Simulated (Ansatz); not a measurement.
CH9GaGe2, singlet, geometry from GFN2-xTB (such geometries of metal compounds can be far from the true shape); PBE/pcseg-2 in Ansatz (a first-principles code).

Input for Ansatz:
Ansatz 0.2 input:
```yaml
crystal:
  periodic: [false, false, false]
  atoms:
    - {symbol: Ga, position_ang: [0.48829076, -0.15580639, 0.35847641]}
    - {symbol: Ge, position_ang: [-1.47134624, -1.66101948, 0.22192110]}
    - {symbol: H, position_ang: [-1.17587138, -3.14887268, 0.21059345]}
    - {symbol: H, position_ang: [-2.48159893, -1.57268681, 1.35275744]}
    - {symbol: H, position_ang: [-2.37492266, -1.52765574, -0.98957642]}
    - {symbol: Ge, position_ang: [0.52028250, 1.96118526, -0.92250067]}
    - {symbol: H, position_ang: [0.84933271, 1.88665578, -2.40323428]}
    - {symbol: H, position_ang: [-0.76159853, 2.77422594, -0.95080916]}
    - {symbol: H, position_ang: [1.51885259, 3.00048570, -0.45118889]}
    - {symbol: C, position_ang: [2.08643429, -0.65546612, 1.54024701]}
    - {symbol: H, position_ang: [2.46358886, 0.21530243, 2.08941922]}
    - {symbol: H, position_ang: [2.91825172, -1.03996530, 0.93716033]}
    - {symbol: H, position_ang: [1.82238577, -1.42999917, 2.26917356]}
basis:
  gaussian:
    orbitals: pcseg-2
hamiltonian:
  xc: pbe
```

Task: Predict the main parts of the log of this Ansatz run.

Result: 
```
Functional definition: PBE
1750 factors; their error is unknown
mean field evaluation 1: about -166562.6260 eV, gradient 7.7e1 eV
mean field evaluation 2: about -166526.0870 eV, gradient 1.2e2 eV
mean field evaluation 4: about -166575.3063 eV, gradient 8.9e0 eV
mean field evaluation 8: about -166575.5985 eV, gradient 3.5e-1 eV
mean field evaluation 16: about -166575.5413 eV, gradient 5.0e-4 eV
mean field -166575.54134216 eV, -6121.5382353674 hartree, gradient 2.5e-5 eV, S^2 0.000000; 0 other end points of the search recorded, 0 dependent functions left out
reference -166575.54141480 eV, -6121.5382380368 hartree; 55, 55 occupied and 230, 230 virtual orbitals, 1750 factors
Total energy: -166575.54141480 eV, -6121.5382380368 hartree
```
